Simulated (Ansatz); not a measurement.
A nudged elastic band was laid between two geometries of CH7Al2NO (12 atoms, charge 0, multiplicity 1).

Computed with RKS B3LYP-D4/def2-SVP in Ansatz 0.2.0.

| Property | Result |
| --- | --- |
| movable images | 5 |
| climbing image | yes |
| spring | 5.0 eV/Å² |
| optimiser | quadratic models (default) |
| start path | through a guess of the saddle point |
| force threshold | 0.05 eV/Å |
| iteration limit | 60 |
| end points | relaxed |

Image 0:

```xyz
12
Properties=species:S:1:pos:R:3
C -1.883 0.665 -1.833
Al -1.236 -0.417 -0.321
Al 1.084 -0.079 0.730
N 1.687 -1.091 2.071
O 2.087 1.168 0.106
H -2.342 0.038 -2.619
H -2.680 1.350 -1.483
H -1.097 1.284 -2.296
H -2.246 -1.518 0.253
H 2.589 -1.026 2.536
H 1.145 -1.841 2.491
H 2.970 1.410 0.400
```

Image 6:

```xyz
12
Properties=species:S:1:pos:R:3
C -1.844 0.593 -1.878
Al -1.330 -0.260 -0.180
Al 1.039 -0.024 0.786
N 1.733 -1.174 1.961
O 1.990 1.306 0.258
H -2.901 0.910 -1.895
H -1.724 -0.140 -2.701
H -1.210 1.459 -2.129
H -2.441 -1.144 0.558
H 2.670 -1.158 2.357
H 1.219 -1.962 2.346
H 2.876 1.539 0.551
```

(1) What changes between the two ends?

(2) What energy profile does the band end with?

(3) What is the geometry of the highest image?

Answers

(1) No bond is made or broken.

(2) The forces met the threshold. The highest image is number 3 of 0 to 6, 216.1 kJ/mol above the ends, which have the same energy within 2 meV. Neighbouring images differ by up to 1.8 eV, so the band resolves the path poorly. A vibrational analysis at the climbing image gives one clearly imaginary mode, 1146i cm⁻¹: a first-order saddle point.

| image | path coordinate (Å) | energy (kJ/mol) |
| --- | --- | --- |
| 0 | 0.00 | 0.0 |
| 1 | 1.12 | 0.5 |
| 2 | 2.24 | 46.9 |
| 3 | 3.36 | 216.1 |
| 4 | 4.56 | 37.6 |
| 5 | 5.75 | 0.2 |
| 6 | 6.94 | 0.1 |

(3) 
```xyz
12
Properties=species:S:1:pos:R:3:forces:R:3
C -1.736 0.764 -1.784 -0.01 0.01 0.01
Al -1.372 -0.439 -0.242 0.00 0.00 -0.01
Al 0.957 -0.170 0.702 0.00 0.01 -0.01
N 1.722 -1.049 2.046 -0.01 0.00 0.00
O 1.790 1.050 -0.168 0.01 -0.01 0.01
H -1.983 1.419 -2.615 0.00 0.00 0.00
H -2.580 0.119 -1.519 0.00 -0.01 0.00
H -0.723 0.925 -1.408 0.01 0.00 0.00
H -2.613 -1.369 0.109 0.00 0.00 0.00
H 2.665 -0.910 2.400 -0.01 -0.01 0.00
H 1.264 -1.781 2.581 0.01 0.00 0.00
H 2.685 1.386 -0.068 -0.01 0.00 -0.01
```

Run time: 5.1 min on 2 threads of Intel(R) Xeon(R) Platinum 8488C (Sapphire Rapids), with other jobs on the host, peak memory 0.27 GiB.
